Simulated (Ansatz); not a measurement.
Consider the redistribution: `FC[SiH2][SiH2]F` + `OB(O)CI` → `FC[SiH2]CI` + `OB(O)[SiH2]F`.

Isolated molecules relaxed with PBE0-D4/def2-TZVP in Ansatz; ΔE leaves out vibrations. CBS: MP2 limit from def2 TZ/QZ plus the TZ coupled-cluster correction, frozen cores. Functionals use def2-TZVPP. B3LYP here is the variant with VWN-RPA as its local correlation; programs differ in this. Elements past krypton have def2 core potentials. For I outer-core shells are correlated without core-valence functions, which leaves a few kJ/mol of doubt a bond. Each species was taken in one conformer, which may not be the lowest.

`FC[SiH2][SiH2]F`:

Cartesian coordinates in Å:
```
F 1.835 0.844 -1.010
C 1.060 -0.264 -1.338
Si -0.681 -0.078 -0.599
Si -0.542 0.295 1.711
F 0.283 -0.916 2.374
H 1.558 -1.157 -0.948
H 1.027 -0.346 -2.429
H -1.385 1.067 -1.240
H -1.435 -1.329 -0.887
H -1.889 0.324 2.339
H 0.168 1.559 2.028
```

`OB(O)CI`:

Z-matrix (Å, degrees):
```
C
I 1 2.151
B 1 1.570 2 106.4
H 1 1.087 2 105.2 3 121.5
H 1 1.087 2 105.1 3 -121.5
O 3 1.364 1 117.5 2 -90.2
O 3 1.364 1 117.5 2 90.4
H 6 0.959 3 116.0 1 177.0
H 7 0.959 3 116.0 1 -177.0
```

`FC[SiH2]CI`:

Z-matrix (Å, degrees):
```
C
Si 1 1.891
F 1 1.394 2 109.2
H 1 1.094 2 111.5 3 119.4
H 1 1.095 2 111.6 3 -119.6
C 2 1.874 1 109.7 3 -57.7
H 2 1.489 1 109.1 3 61.3
H 2 1.486 1 109.2 3 -178.7
I 6 2.141 2 110.3 1 -64.0
H 6 1.089 2 113.0 1 177.5
H 6 1.089 2 111.9 1 53.8
```

`OB(O)[SiH2]F`:

Z-matrix (Å, degrees):
```
Si
F 1 1.605
B 1 2.036 2 111.2
H 1 1.488 2 107.7 3 -123.0
H 1 1.492 2 107.4 3 121.4
O 3 1.354 1 118.4 2 -40.2
O 3 1.366 1 123.3 2 141.2
H 6 0.964 3 112.7 1 -179.7
H 7 0.959 3 114.7 1 -4.0
```

Task: Is it downhill or uphill in electronic energy at CCSD(T)/CBS, and by how much? (Best estimate.)

Result: Ansatz gave: Uphill: ΔE = +0.17 eV.

Task: What do these levels give: B3LYP-D4, PBE, MP2/def2-TZVPP, CCSD/def2-TZVPP, MP2/def2-QZVPP, HF/CBS(def2)? (Estimate.)

Result: Computed: B3LYP-D4 0.20, PBE 0.23, MP2/def2-TZVPP 0.14, CCSD/def2-TZVPP 0.19, MP2/def2-QZVPP 0.13, HF/CBS(def2) 0.23 eV.

Largest T1 diagnostic among the species: 0.013.

In def2-TZVPP, CCSD(T) changes the Hartree–Fock value by −0.06 eV (the triples alone add −0.01 eV) and MP2 by −0.10 eV.
